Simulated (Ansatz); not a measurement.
System: sum formula BNH3 (charge -1, singlet). It need not be the lowest isomer of its formula. Whether it binds its extra electron was not tested at this geometry. 
Geometry from a B3LYP-D3(BJ)/def2-TZVP (Ansatz, a quantum-chemistry and plane-wave program) optimisation:
```xyz
5

B     -0.6650     0.0506    -0.0189
N      0.7039     0.0700     0.0241
H     -1.3761    -0.9656    -0.0746
H     -1.3072     1.1029    -0.0040
H      1.0813    -0.8806     0.0044
```
Charge -1, spin multiplicity 1.

Basis-set convergence of Hartree-Fock and MP2 correlation energies (hartree) with Ansatz. Valence correlation only, unless marked. Spin-orbit coupling is left out. Non-relativistic.

```
basis        functions      E(HF)  E(corr, MP2)
-----------  ---------  ---------  ------------
def2-SVPD           64  -80.80435      -0.29587
def2-TZVPPD        125  -80.89465      -0.34684
def2-QZVPPD        225  -80.89881      -0.36819
```

Extrapolating the two largest sets (X = 3 and 4) as X^-3: E(corr) = (64·(-0.36819) - 27·(-0.34684))/37 = -0.3838 Eh, an estimate of the basis-set limit. The largest set recovers 95.9 % of it, the smallest 77.1 %.
